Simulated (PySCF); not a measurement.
# Distorted geometries of Eu(NH2)3

Eu(NH2)3 (singlet in the valence; each metal's 4f electrons, 6 of them, lie in its core potential, out of spins and levels). PySCF 2.14.0, RKS B3LYP, Eu lcecp-1-SVP with ECP52, N def2-SVP, H def2-SVP; non-relativistic Hamiltonian with scalar-relativistic core potentials where named; density fitting; no spin-orbit coupling. Relaxed geometry:

```xyz
10

Eu   -0.0079   -0.0094    0.0630
N     2.2157    0.0019    0.0033
H     2.8389    0.8111    0.0719
H     2.8390   -0.8022   -0.1088
N    -1.1105    1.9153    0.2309
H    -0.6971    2.8490    0.2985
H    -2.1217    2.0723    0.2346
N    -1.1144   -1.9213   -0.2088
H    -2.1275   -2.0622   -0.2445
H    -0.7146   -2.8545   -0.3401
```

Order these distorted geometries by energy above the relaxed one, lowest first.
A.
```xyz
10

Eu    0.1286    0.0087    0.1080
N     2.1530   -0.0673   -0.0057
H     2.8146    0.8982    0.0683
H     2.8047   -0.7678   -0.0898
N    -1.1245    1.8665    0.1470
H    -0.5521    2.8244    0.2963
H    -2.1591    2.1016    0.3360
N    -1.1331   -1.9916   -0.2260
H    -2.2646   -2.0358   -0.2704
H    -0.6675   -2.8370   -0.3638
```
B.
```xyz
10

Eu   -0.0319   -0.0241    0.0651
N     2.1821   -0.0042    0.0356
H     2.8262    0.7704    0.0706
H     2.8464   -0.8715   -0.1009
N    -1.1296    1.8705    0.2309
H    -0.6799    2.8946    0.3175
H    -2.1643    2.0815    0.2116
N    -1.1109   -1.8865   -0.2415
H    -2.0385   -2.0065   -0.2385
H    -0.6997   -2.8241   -0.3503
```
C.
```xyz
10

Eu    0.0379    0.0454    0.0330
N     2.1986   -0.0360    0.0070
H     2.8272    0.8259    0.0971
H     2.7783   -0.8458   -0.1011
N    -1.0624    1.9192    0.2411
H    -0.6974    2.8281    0.3280
H    -2.1126    2.0821    0.1605
N    -1.0796   -1.9107   -0.1928
H    -2.1312   -2.0181   -0.2643
H    -0.7588   -2.8900   -0.3086
```

C (0.24 eV), B (0.53 eV), A (1.62 eV).

Which forces (eV/Å) act in the one that lies 0.53 eV up?


```
Eu   0.51  0.39  0.09
N    1.34 -2.55 -0.40
H    0.43  0.59  0.06
H   -1.58  1.95  0.32
N   -0.27  3.38  0.22
H   -1.15 -2.76 -0.22
H    1.18 -0.27  0.03
N    4.67 -0.28 -0.05
H   -5.01 -0.70 -0.04
H   -0.11  0.25 -0.01
```
Forces carry noise of the integration grid, about 0.01 to 0.03 eV/Å.

An lcecp potential fixes the number of 4f electrons, so in runs with it no electron can move into or out of that shell.
